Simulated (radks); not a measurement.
Results of a calculation; reference values are marked as such.
Neutral titanium inside a hard spherical wall (all orbitals vanish at R), configuration held at [Ar] 3d2 4s2 and not refilled when levels cross. Level of theory: non-relativistic Kohn-Sham, LDA (Slater exchange, Perdew-Wang correlation), spin-polarised, spherical densities, point nucleus; open shells are filled with parallel spins first (a radial shooting solver on a logarithmic mesh with Libxc functionals). Eigenvalues in eV for spin up, with the zero of energy where the potential of the charges vanishes at infinity; a dash marks a level that is unbound or too diffuse for the functional's potential to be trusted. A positive occupied level is held by the wall or, in an anion where self-interaction has pushed it up, behind a barrier. The pressure on the wall is -dE/dV.

| R (bohr) | E (hartree) | kinetic (hartree) | e(3s) | e(3p) | e(3d) | e(4s) | e(4p, empty) | e(5s, empty) | pressure (GPa) |
|---|---|---|---|---|---|---|---|---|---|
| free | -847.29539 | 846.078 | -62.045 | -39.318 | -5.164 | -4.753 | -1.649 | -0.073 | 0 |
| 15 | -847.29539 | 846.078 | -62.045 | -39.317 | -5.163 | -4.752 | -1.645 | 0.287 | < 0.0001 |
| 10 | -847.29447 | 846.087 | -61.972 | -39.245 | -5.095 | -4.695 | -1.502 | 1.898 | 0.0233 |
| 7 | -847.27324 | 846.215 | -61.196 | -38.475 | -4.375 | -4.003 | -0.329 | 7.674 | 1.10 |
| 4 | -846.73323 | 848.161 | -54.843 | -32.261 | 1.723 | 5.486 | 12.254 | 48.713 | 97.5 |
| 3.5 | -846.25509 | 849.686 | -51.679 | -29.176 | 5.077 | 12.498 | 20.737 | 72.594 | 255 |
| 2.5 | -842.83114 | 860.342 | -37.473 | -14.745 | 21.869 | 55.072 | 67.882 | 190.31 | 2820 |
| 2 | -836.07630 | 880.062 | -17.591 | 6.459 | 46.036 | 124.51 | 139.11 | 351.75 | 13300 |
| 1.5 | -812.99434 | 939.228 | 39.081 | 66.204 | 107.03 | 318.49 | 327.53 | 754.40 | 88500 |
